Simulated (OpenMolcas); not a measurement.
## Ge3+: input and output

Input:

```
&GATEWAY
Coord
1

Ge 0.0 0.0 0.0
Basis=ANO-RCC-VDZP
Group=XYZ
NoMove
AngMom=0.0 0.0 0.0
AMFI
&SEWARD
* reference wave functions (RASSCF and RASSI steps not shown): 1 electron in 4 orbitals (4s 4p)
>>> COPY JOB001 $Project.JobIph
&CASPT2
Multistate=1 1
Frozen=3 6
IPEA=0.25
Imaginary=0.1
MaxIter=60
WThr=0.0 0.3 0.05
PrWF=0.5
NoMix
>>> COPY JOB002 $Project.JobIph
&CASPT2
Multistate=3 1 2 3
Frozen=3 6
IPEA=0.25
Imaginary=0.1
MaxIter=60
WThr=0.0 0.3 0.05
PrWF=0.5
NoMix
```

Output, cut to the results:

```
--- CASPT2 ---
Orbital specifications:
      -----------------------

      Symmetry species                           1   2
                                                ag  au
      Frozen orbitals                            3   6
      Inactive orbitals                          5   0
      Active orbitals                            1   3
      Secondary orbitals                         6   3
      Deleted orbitals                           0   0
      Number of basis functions                 15  12
Type of calculation                        SS-CASPT2
      Fock operator                              state-specific
      IPEA shift                                 0.25
      Real shift                                 0.00
      Imaginary shift                            0.10
      The input orbitals will be transformed to quasi-canonical
Reference energy:       -2094.9766209320
      E2 (Non-variational):      -0.1520236308
      Shift correction:          -0.0000278161
      E2 (Variational):          -0.1520514469
      Total energy:           -2095.1286723789
      Residual norm:              0.0000000665
      Reference weight:           0.98021
      Contributions to the CASPT2 correlation energy
      Active & Virtual Only:         -0.0000000000
      One Inactive Excited:          -0.0036320349
      Two Inactive Excited:          -0.1483915959
::    CASPT2 Root  1     Total energy:  -2095.12867238
--- CASPT2 ---
Orbital specifications:
      -----------------------

      Symmetry species                           1   2
                                                ag  au
      Frozen orbitals                            3   6
      Inactive orbitals                          5   0
      Active orbitals                            1   3
      Secondary orbitals                         6   3
      Deleted orbitals                           0   0
      Number of basis functions                 15  12
Type of calculation                        MS-CASPT2
      Fock operator                              state-specific
      IPEA shift                                 0.25
      Real shift                                 0.00
      Imaginary shift                            0.10
      The input orbitals will be transformed to quasi-canonical
Reference energy:       -2094.6032784110
      E2 (Non-variational):      -0.1509901394
      Shift correction:          -0.0000282549
      E2 (Variational):          -0.1510183943
      Total energy:           -2094.7542968053
      Residual norm:              0.0000000393
      Reference weight:           0.98035
      Contributions to the CASPT2 correlation energy
      Active & Virtual Only:         -0.0000000000
      One Inactive Excited:          -0.0036138978
      Two Inactive Excited:          -0.1473762416
Reference energy:       -2094.6032784110
      E2 (Non-variational):      -0.1509901394
      Shift correction:          -0.0000282549
      E2 (Variational):          -0.1510183943
      Total energy:           -2094.7542968053
      Residual norm:              0.0000000393
      Reference weight:           0.98035
      Contributions to the CASPT2 correlation energy
      Active & Virtual Only:         -0.0000000000
      One Inactive Excited:          -0.0036138978
      Two Inactive Excited:          -0.1473762416
::    CASPT2 Root  1     Total energy:  -2094.75429681
::    CASPT2 Root  2     Total energy:  -2094.75429681
::    CASPT2 Root  3     Total energy:  -2094.75429681
::    MS-CASPT2 Root  1     Total energy:  -2094.75429681
::    MS-CASPT2 Root  2     Total energy:  -2094.75429681
::    MS-CASPT2 Root  3     Total energy:  -2094.75429681
```

Levels above the lowest, from the spin-orbit matrix with the single-state CASPT2 energies, averaged by term, on its diagonal:

| Configuration | Term | J | E (cm-1) | Measured (cm-1) | Term weight % |
| --- | --- | --- | --- | --- | --- |
| 4s | 2S | 1/2 | 0.0 | 0.0 | 100 |
| 4p | 2P* | 1/2 | 80289 | 81311 | 100 |
| 4p | 2P* | 3/2 | 83104 | 84102 | 100 |

Against the 2 measured excited levels shown (Sugar and Musgrove, J. Phys. Chem. Ref. Data 22, 1213 (1993)) the mean absolute deviation is 1000 cm-1; the largest miss in energy is 4p 2P* 1/2: computed 80289, measured 81311 cm-1 (-1.3 %).

With one active electron, CASPT2 adds the correlation within the correlated inactive shells and between them and that electron, and leaves the splitting within a term as the reference gives it. The basis is small and was not contracted for so high a charge. Measured partners are found by configuration, term and J. A level has none where our copy of the source lacks it or the pairing is in doubt (some pairs that miss far off the trend of their configuration count as doubtful), and it then counts in no deviation. Levels of configurations outside the active space are missing.

The term weight is that of the spin-free term in the level, not the purity of its configuration. * marks odd parity.
